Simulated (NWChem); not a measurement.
C₄H₆S; SMILES C1=CSCC1

```xyz
11

C      0.8666    -1.2005     0.0519
C      1.2786     0.0727     0.0758
S      0.0017     1.2734    -0.0742
C     -1.2609    -0.0303     0.1979
C     -0.6111    -1.3649    -0.1769
H      1.5512    -2.0497     0.1066
H      2.3125     0.4148     0.1551
H     -1.5357    -0.0098     1.2645
H     -2.1542     0.2031    -0.3971
H     -0.7915    -1.6054    -1.2428
H     -1.0485    -2.1894     0.4088
```
Atoms are numbered in this order, from 1.

Results from NWChem. Pople sets run with spherical d functions. All runs use the structure optimised with PBE0/def2-SVP. Total energies compare along this basis series because the functional is fixed.

```json
[
 {"level": "B3LYP/STO-3G", "basis functions": "35", "energy (Ha)": "-547.9243", "highest occupied level (eV)": "-2.86", "orbital gap (eV)": "6.51", "dipole (D)": "0.57", "relative time": "1"},
 {"level": "B3LYP/3-21G", "basis functions": "61", "energy (Ha)": "-551.3874", "highest occupied level (eV)": "-5.48", "orbital gap (eV)": "6.03", "dipole (D)": "1.82", "relative time": "1"},
 {"level": "B3LYP/6-31G*", "basis functions": "86", "energy (Ha)": "-554.1978", "highest occupied level (eV)": "-5.42", "orbital gap (eV)": "5.88", "dipole (D)": "1.66", "relative time": "5"},
 {"level": "B3LYP/6-31+G*", "basis functions": "106", "energy (Ha)": "-554.2053", "highest occupied level (eV)": "-5.64", "orbital gap (eV)": "5.61", "dipole (D)": "1.67", "relative time": "7"},
 {"level": "B3LYP/def2-SVP", "basis functions": "104", "energy (Ha)": "-553.9825", "highest occupied level (eV)": "-5.50", "orbital gap (eV)": "5.73", "dipole (D)": "1.40", "relative time": "4"},
 {"level": "B3LYP/def2-SVPD", "basis functions": "155", "energy (Ha)": "-553.9982", "highest occupied level (eV)": "-5.70", "orbital gap (eV)": "5.59", "dipole (D)": "1.61", "relative time": "10"},
 {"level": "B3LYP/def2-TZVP", "basis functions": "197", "energy (Ha)": "-554.2958", "highest occupied level (eV)": "-5.63", "orbital gap (eV)": "5.59", "dipole (D)": "1.52", "relative time": "10"},
 {"level": "B3LYP/6-311++G**", "basis functions": "160", "energy (Ha)": "-554.2745", "highest occupied level (eV)": "-5.69", "orbital gap (eV)": "5.40", "dipole (D)": "1.62", "relative time": "10"}
]
```

Times are rough ratios from one shared machine.
